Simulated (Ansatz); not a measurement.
Steps of a relaxation of `F[Si](F)([SiH3])Br` with RKS PBE0-D4/def2-TZVP.

```sh
$ ansatz run in.yaml --threads 4 --pin off --events-out ev --progress --plain --max-ram 10444MiB
```

```yaml
crystal:
  periodic: [false, false, false]
  atoms:
    - {symbol: F, position_ang: [1.703437, -0.337922, 1.512627]}
    - {symbol: Si, position_ang: [1.108876, -0.107605, 0.012755]}
    - {symbol: F, position_ang: [1.651873, -1.349017, -0.893042]}
    - {symbol: Si, position_ang: [-1.226791, -0.027842, 0.027708]}
    - {symbol: Br, position_ang: [1.976507, 1.772104, -0.795798]}
    - {symbol: H, position_ang: [-1.649200, 1.127702, 0.887765]}
    - {symbol: H, position_ang: [-1.777959, -1.313051, 0.575735]}
    - {symbol: H, position_ang: [-1.694543, 0.178530, -1.383651]}
basis:
  gaussian: {orbitals: def2-TZVP}
hamiltonian: {xc: pbe0, dispersion: d4}
relax: {f_tol: 0.005, max_steps: 150}
```

Positions (Å) and forces (eV/Å) along the path, 6 of 6 steps:

```xyz
8
step=1 energy=-91272.2697 eV
F     1.703   -0.338    1.513   -0.474    0.193   -1.331
Si    1.109   -0.108    0.013    0.928   -0.899    0.356
F     1.652   -1.349   -0.893   -0.427    1.094    0.811
Si   -1.227   -0.028    0.028   -0.264   -0.004    0.007
Br    1.977    1.772   -0.796   -0.115   -0.369    0.158
H    -1.649    1.128    0.888    0.107   -0.236   -0.177
H    -1.778   -1.313    0.576    0.131    0.262   -0.112
H    -1.695    0.179   -1.384    0.115   -0.042    0.288
8
step=2 energy=-91272.3215 eV
F     1.710   -0.323    1.488   -0.405    0.051   -0.768
Si    1.091   -0.112    0.015    0.825   -0.663    0.259
F     1.660   -1.321   -0.887   -0.379    0.591    0.516
Si   -1.237   -0.031    0.029   -0.055   -0.014    0.007
Br    1.976    1.737   -0.781   -0.035    0.050   -0.020
H    -1.641    1.120    0.881    0.016   -0.065   -0.042
H    -1.780   -1.305    0.573    0.015    0.066   -0.028
H    -1.687    0.178   -1.373    0.018   -0.016    0.075
8
step=3 energy=-91272.3407 eV
F     1.664   -0.331    1.471    0.031    0.069   -0.079
Si    1.101   -0.089    0.005   -0.076   -0.436    0.183
F     1.616   -1.314   -0.867    0.032    0.106    0.006
Si   -1.225   -0.037    0.031    0.136    0.086   -0.039
Br    1.989    1.745   -0.785    0.093    0.168   -0.072
H    -1.624    1.104    0.879   -0.090    0.095    0.070
H    -1.758   -1.304    0.572   -0.032   -0.106    0.045
H    -1.670    0.168   -1.362   -0.094    0.018   -0.113
8
step=4 energy=-91272.3477 eV
F     1.684   -0.333    1.471   -0.036    0.033   -0.074
Si    1.102   -0.103    0.011    0.054   -0.212    0.087
F     1.635   -1.316   -0.867   -0.034    0.077    0.030
Si   -1.226   -0.029    0.028    0.038    0.022   -0.010
Br    1.985    1.741   -0.783    0.038    0.089   -0.038
H    -1.642    1.111    0.878   -0.019    0.030    0.026
H    -1.758   -1.302    0.571   -0.021   -0.042    0.018
H    -1.688    0.173   -1.365   -0.020    0.002   -0.039
8
step=5 energy=-91272.3488 eV
F     1.688   -0.331    1.473    0.008   -0.011   -0.003
Si    1.105   -0.112    0.014   -0.017    0.023   -0.009
F     1.639   -1.315   -0.870    0.008   -0.005    0.009
Si   -1.225   -0.030    0.028    0.004    0.005   -0.002
Br    1.976    1.745   -0.784    0.002   -0.006    0.002
H    -1.639    1.114    0.878   -0.001   -0.004    0.001
H    -1.767   -1.301    0.571   -0.002    0.001    0.000
H    -1.685    0.174   -1.367   -0.001   -0.004    0.002
8
step=6 energy=-91272.3488 eV
F     1.687   -0.332    1.472    0.000    0.000    0.000
Si    1.105   -0.110    0.013    0.000    0.001   -0.001
F     1.639   -1.315   -0.869    0.000    0.000    0.000
Si   -1.225   -0.029    0.028    0.001   -0.002    0.001
Br    1.982    1.745   -0.784   -0.002   -0.001    0.001
H    -1.642    1.113    0.879    0.000    0.001    0.002
H    -1.765   -1.301    0.572    0.002    0.001   -0.001
H    -1.688    0.173   -1.367    0.000    0.000   -0.002
```

Run time 18 s (4 threads of an INTEL XEON PLATINUM 8581C on a shared host); peak host memory 0.65 GiB.
